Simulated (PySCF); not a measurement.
[Lu(H2O)]3+ at several levels of theory

Computed with PySCF 2.14.0 (density fitting, no spin-orbit coupling) at the geometry relaxed with r2SCAN:

```xyz
4
[Lu(H2O)]3+ (singlet in the valence; each metal's 4f electrons, 14 of them, lie in its core potential, out of spins and levels)
Lu    0.0000    0.0000   -0.0517
O     0.0000    0.0000    2.0677
H     0.7827    0.0000    2.7019
H    -0.7827    0.0000    2.7019
```

| level | basis | state | HOMO (eV) | gap (eV) | charge on Lu1 (e) | population of f-type functions on Lu1 (polarisation alone where 4f lies in the core) | dipole about the centre of mass (D) | largest force component (eV/Å) |
| --- | --- | --- | --- | --- | --- | --- | --- | --- |
| r2SCAN | Lu lcecp-1-SVP with ECP60, O def2-SVP, H def2-SVP | singlet | -27.21 | 6.14 | 2.52 | 0.02 | 3.61 | 0.01 |
| PBE0 | the same | singlet | -28.61 | 7.68 | 2.52 | 0.02 | 3.57 | 0.13 |
| revPBE | the same | singlet | -26.92 | 4.97 | 2.46 | 0.02 | 3.89 | 0.30 |
| BLYP | the same | singlet | -26.87 | 4.76 | 2.45 | 0.02 | 3.95 | 0.41 |
| r2SCAN | Lu lcecp-1-TZVP with ECP60, O def2-TZVP, H def2-TZVP | singlet | -27.17 | 5.95 | 2.61 | 0.02 | 3.69 | 0.33 |

In the lcecp rows the 4f levels are missing from HOMO and gap, and the state counts the valence alone.

Charges are Mulliken's, which hang on the basis. The relaxation used the grid (50, 194), these runs (75, 302) or, all-electron (x2c bases, spin-free X2C Hamiltonian), (99, 590).

(1) What does TPSS with Lu lcecp-1-SVP with ECP60, O def2-SVP, H def2-SVP give here?

No frequency check is given that shows the relaxed geometry to be a minimum. An lcecp potential fixes the number of 4f electrons, so in runs with it no electron can move into or out of that shell.

Answers

(1) state singlet, HOMO (eV) -26.99, gap (eV) 5.32, charge on Lu1 (e) 2.48, population of f-type functions on Lu1 (polarisation alone where 4f lies in the core) 0.02, dipole about the centre of mass (D) 3.81, largest force component (eV/Å) 0.29. Time: 2 s on 2 threads of Arm Neoverse V2 (shared host), from an already converged density.
